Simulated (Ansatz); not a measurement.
Computed with Ansatz on PBE0-D4/def2-TZVP structures; ΔE is electronic, products minus reactants. CBS: MP2 limit from def2 TZ/QZ plus the TZ coupled-cluster correction, frozen cores. This one scheme is used for every species. Functionals use def2-TZVPP. For Ge outer-core shells are correlated without core-valence functions, which leaves a few kJ/mol of doubt a bond. Scalar relativity is left out up to krypton. One conformer a species, not always the lowest.

Reaction (ligand exchange at a Ge–Cl bond): `[SH][Ge]([SH])([Cl])[Cl]` + H₂S → `[SH][Ge]([SH])([SH])[Cl]` + HCl

| species | r2SCAN0 energy (Eh) |
| --- | --- |
| `[SH][Ge]([SH])([Cl])[Cl]` | -3795.04127 |
| H₂S | -399.36997 |
| `[SH][Ge]([SH])([SH])[Cl]` | -3733.62092 |
| HCl | -460.78275 |

(1) Work out ΔE.

Largest T1 diagnostic among the species: 0.011.

## Answers

(1) ΔE = (-3733.62092) + (-460.78275) − (-3795.04127) − (-399.36997) = 0.00757 Eh = +4.8 kcal/mol. CCSD(T)/CBS gives +4.1 kcal/mol.

In def2-TZVPP, CCSD(T) changes the Hartree–Fock value by −2.9 kcal/mol (the triples alone add −0.4 kcal/mol) and MP2 by −3.3 kcal/mol. The D4 term adds −0.9 kcal/mol with B3LYP and −0.5 kcal/mol with PBE0; it sums over pairs of atoms, weighted by their polarisabilities, and B3LYP, whose exchange is more repulsive, gets the larger term.

B3LYP here is the variant with VWN-RPA as its local correlation; programs differ in this.
